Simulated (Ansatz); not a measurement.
ClLi, singlet, at a GFN2-xTB geometry (such geometries of metal compounds can be far from the true shape); Ansatz (a first-principles code) with PBE0/def2-SV(P).

Here is a job for Ansatz.
Ansatz 0.2 input:
```yaml
crystal:
  periodic: [false, false, false]
  atoms:
    - {symbol: Li, position_ang: [-0.00000000, -0.00000000, -1.66311369]}
    - {symbol: Cl, position_ang: [0.00000000, 0.00000000, 0.29349065]}
basis:
  gaussian:
    orbitals: def2-SV_P_.json
    point_charges:
      - {charge: -1.0, position_ang: [0.2959, -3.9515, -1.0380]}
hamiltonian:
  xc: pbe0
```
The basis file holds def2-SV(P) in the JSON format of the Basis Set Exchange.

It wrote (shortened):

```
Functional definition: PBE0
287 factors; integrals over basis functions are off by at most 5.0e-4 eV
mean field evaluation 1: about -12719.4680 eV, gradient 1.9e1 eV
mean field evaluation 2: about -12719.5985 eV, gradient 1.9e1 eV
mean field evaluation 4: about -12720.5683 eV, gradient 3.3e-1 eV
mean field evaluation 8: about -12720.5676 eV, gradient 1.2e-3 eV
mean field -12720.56760593 eV, -467.4722372075 hartree, gradient 5.8e-5 eV, S^2 0.000000; 0 other end points of the search recorded, 0 dependent functions left out
reference -12720.56767737 eV, -467.4722398329 hartree; 10, 10 occupied and 17, 17 virtual orbitals, 287 factors
Total energy: -12720.56767737 eV, -467.4722398329 hartree
```
